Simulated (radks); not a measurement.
Values are calculated unless marked as measured or tabulated.
Question: The mean radii <r> (bohr) of the occupied orbitals of an atom or ion are listed with their occupations. Code: a radial shooting solver on a logarithmic mesh with Libxc functionals. Model: scalar-relativistic Kohn-Sham, LDA (Slater exchange, Perdew-Wang correlation), spin-polarised, spherical densities, point nucleus.

orbital  occ.      <r>
1s          2  0.03921
2s          2   0.1727
2p          6   0.1505
3s          2   0.4931
3p          6   0.4992
3d         10   0.4986
4s          2    1.356
4p          6    1.569
5s          2    4.273

Name the element and its charge. Open shells, if any, are filled with parallel spins first.

Answer: Z = 38, strontium, charge 0: Sr in [Kr] 5s2. The 1s radius gives Z: for a bare nucleus <r> = (2 gamma + 1)/(2Z) with gamma = sqrt(1 - (Z/c)^2), 0.03844 bohr for Z = 38, and screening makes it slightly larger (0.03921 here). The occupations add up to 38, and the charge is Z minus that.
